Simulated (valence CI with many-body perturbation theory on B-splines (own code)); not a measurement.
## Tm¹⁸⁺: electric-dipole lines

Calculated by valence CI with perturbative core correlation (CI+MBPT): five valence electrons over a frozen Dirac-Fock core [Kr] 4d10, a basis of 7 s, 7 p, 7 d, 7 f, 4 g, 2 h functions for each j, with the one-electron correlation potential Σ1 (screened to all orders), the two-electron term Σ2, the three-electron term Σ3, Breit, model QED; selected single and double excitations, second order for the rest, scaled by the run's own slope (own B-spline code, finite nucleus).

No measured levels were compared; by estimate terms of the open shell hold to a few per cent of their energy, and close levels can change places. Among the levels kept, up to 1100 cm⁻¹ of a level comes from second order outside the variational space, and about a tenth of that is noise between levels of different J, which matters for small intervals.

Lines 1 to 50 of 77 in falling wavelength, among levels below 223360 cm⁻¹, chosen from the strongest by gf and those to the six lowest levels. Wavelengths and rates use the calculated energies, so an error of 2000 cm⁻¹ moves a line at 9107 Å by 18 % and its rate by three times that or more. Electric multipoles are in the length gauge, E1 and E2 with the static RPA response of the core. Weak lines are less certain than strong ones. Lines between different terms over intervals too small for the method are left out, as are lines whose strength nearly cancels. Where a level lies close to another of its J and parity, the split of strength between their lines is uncertain. The highest levels of a list are the least certain.

Names give the largest LS component (configuration and term), which can be under half, so a name can repeat, a term be missing and a line seem to break the LS rules; names also repeat where a configuration has a term twice. Letters in brackets count levels of one name in rising energy.

| λ vac (Å) | Upper | Lower | A (s⁻¹) | S (a.u.) |
| --- | --- | --- | --- | --- |
| 9107 | 4f⁴5s ⁶I_7/2 | 4f⁵ ²G°_9/2 [e] | 3.84e-03 | 1.15e-08 |
| 8908 | 4f⁴5s ⁶I_7/2 | 4f⁵ ²G°_7/2 [f] | 1.36e-02 | 3.81e-08 |
| 6061 | 4f⁴5s ⁶I_7/2 | 4f⁵ ²F°_5/2 [f] | 1.72e-03 | 1.51e-09 |
| 4973 | 4f⁴5s ⁶I_7/2 | 4f⁵ ²F°_7/2 [f] | 2.08e-02 | 1.01e-08 |
| 3659 | 4f⁴5s ⁶I_7/2 | 4f⁵ ²D°_5/2 [e] | 1.96e-05 | 3.79e-12 |
| 2227 | 4f⁴5s ⁶I_7/2 | 4f⁵ ²F°_7/2 [e] | 6.26e-01 | 2.73e-08 |
| 2165 | 4f⁴5s ⁶I_7/2 | 4f⁵ ²G°_9/2 [d] | 7.02e-02 | 2.81e-09 |
| 2022 | 4f⁴5s ⁶I_7/2 | 4f⁵ ⁴G°_7/2 [d] | 2.08e-04 | 6.79e-12 |
| 1942 | 4f⁴5s ⁶I_7/2 | 4f⁵ ⁴G°_5/2 [d] | 3.13e-04 | 9.05e-12 |
| 1851 | 4f⁴5s ⁶I_7/2 | 4f⁵ ²F°_5/2 [e] | 1.59e-01 | 3.99e-09 |
| 1793 | 4f⁴5s ⁶I_7/2 | 4f⁵ ⁴G°_9/2 [d] | 1.21e-02 | 2.74e-10 |
| 1756 | 4f⁴5s ⁶I_7/2 | 4f⁵ ²G°_7/2 [e] | 3.30e-01 | 7.05e-09 |
| 1640 | 4f⁴5s ⁶I_7/2 | 4f⁵ ²H°_9/2 [g] | 2.91e+00 | 5.08e-08 |
| 1594 | 4f⁴5s ⁶I_7/2 | 4f⁵ ²H°_9/2 [f] | 1.29e+00 | 2.06e-08 |
| 1571 | 4f⁴5s ⁶I_7/2 | 4f⁵ ²G°_7/2 [d] | 1.82e-02 | 2.78e-10 |
| 1533 | 4f⁴5s ⁶I_7/2 | 4f⁵ ⁴F°_5/2 [e] | 2.05e-02 | 2.91e-10 |
| 1427 | 4f⁴5s ⁶I_7/2 | 4f⁵ ⁴F°_9/2 [e] | 6.73e-01 | 7.72e-09 |
| 1419 | 4f⁴5s ⁶I_7/2 | 4f⁵ ²F°_5/2 [d] | 2.40e-01 | 2.70e-09 |
| 1341 | 4f⁴5s ⁶I_7/2 | 4f⁵ ²G°_9/2 [c] | 2.20e+00 | 2.10e-08 |
| 1305 | 4f⁴5s ⁶I_7/2 | 4f⁵ ²F°_7/2 [d] | 9.09e-01 | 7.98e-09 |
| 1182 | 4f⁴5s ⁶I_7/2 | 4f⁵ ⁴I°_9/2 [c] | 2.09e+01 | 1.36e-07 |
| 1181 | 4f⁴5s ⁶I_7/2 | 4f⁵ ⁴D°_5/2 | 3.06e-03 | 1.99e-11 |
| 1157 | 4f⁴5s ⁶I_7/2 | 4f⁵ ²G°_9/2 [b] | 6.37e+00 | 3.90e-08 |
| 1132 | 4f⁴5s ⁶I_7/2 | 4f⁵ ⁴F°_7/2 [c] | 8.76e-02 | 5.02e-10 |
| 1120 | 4f⁴5s ⁶I_7/2 | 4f⁵ ⁴F°_5/2 [d] | 9.68e-03 | 5.37e-11 |
| 1077 | 4f⁴5s ⁶I_7/2 | 4f⁵ ⁴F°_9/2 [d] | 1.53e-03 | 7.57e-12 |
| 1058 | 4f⁴5s ⁶I_7/2 | 4f⁵ ⁴D°_7/2 [b] | 1.38e+00 | 6.46e-09 |
| 1054 | 4f⁴5s ⁶I_7/2 | 4f⁵ ²D°_5/2 [d] | 2.30e-01 | 1.06e-09 |
| 1009 | 4f⁴5s ⁶I_7/2 | 4f⁵ ⁴H°_9/2 [b] | 5.70e+00 | 2.31e-08 |
| 987.8 | 4f⁴5s ⁶I_7/2 | 4f⁵ ⁴H°_7/2 [c] | 7.45e-03 | 2.84e-11 |
| 980.2 | 4f⁴5s ⁶I_7/2 | 4f⁵ ⁴F°_5/2 [c] | 2.06e-01 | 7.67e-10 |
| 940.7 | 4f⁴5s ⁶I_7/2 | 4f⁵ ²H°_9/2 [e] | 1.18e+01 | 3.88e-08 |
| 926.2 | 4f⁴5s ⁶I_7/2 | 4f⁵ ²F°_5/2 [c] | 1.37e+00 | 4.29e-09 |
| 904.4 | 4f⁴5s ⁶I_7/2 | 4f⁵ ²F°_7/2 [c] | 5.81e-01 | 1.70e-09 |
| 897.2 | 4f⁴5s ⁶I_7/2 | 4f⁵ ²H°_9/2 [d] | 1.31e+01 | 3.74e-08 |
| 880.4 | 4f⁴5s ⁶I_7/2 | 4f⁵ ²F°_5/2 [b] | 2.50e+00 | 6.73e-09 |
| 860.0 | 4f⁴5s ⁶I_7/2 | 4f⁵ ²F°_7/2 [b] | 3.48e-02 | 8.74e-11 |
| 825.9 | 4f⁴5s ⁶I_7/2 | 4f⁵ ²D°_5/2 [b] | 6.26e+00 | 1.39e-08 |
| 820.2 | 4f⁴5s ⁶I_7/2 | 4f⁵ ⁴G°_9/2 [c] | 5.94e-01 | 1.29e-09 |
| 812.5 | 4f⁴5s ⁶I_7/2 | 4f⁵ ⁴H°_7/2 [b] | 7.44e+00 | 1.57e-08 |
| 796.9 | 4f⁴5s ⁶I_7/2 | 4f⁵ ²H°_9/2 [b] | 4.88e+00 | 9.75e-09 |
| 790.3 | 4f⁴5s ⁶I_7/2 | 4f⁵ ²G°_9/2 [a] | 4.98e+01 | 9.70e-08 |
| 786.6 | 4f⁴5s ⁶I_7/2 | 4f⁵ ²G°_7/2 [b] | 1.82e+01 | 3.50e-08 |
| 778.5 | 4f⁴5s ⁶I_7/2 | 4f⁵ ²D°_5/2 [a] | 1.96e+00 | 3.64e-09 |
| 763.4 | 4f⁴5s ⁶I_7/2 | 4f⁵ ⁴G°_9/2 [b] | 8.65e+00 | 1.52e-08 |
| 758.9 | 4f⁴5s ⁶I_7/2 | 4f⁵ ⁴G°_7/2 [c] | 4.34e+01 | 7.49e-08 |
| 742.4 | 4f⁴5s ⁶I_7/2 | 4f⁵ ⁴G°_5/2 [c] | 2.21e+01 | 3.57e-08 |
| 740.8 | 4f⁴5s ⁶I_7/2 | 4f⁵ ²F°_7/2 [a] | 1.10e+01 | 1.77e-08 |
| 731.8 | 4f⁴5s ⁶I_7/2 | 4f⁵ ²G°_7/2 [a] | 1.23e+01 | 1.90e-08 |
| 713.9 | 4f⁴5s ⁶I_7/2 | 4f⁵ ²H°_9/2 [a] | 1.22e+00 | 1.75e-09 |
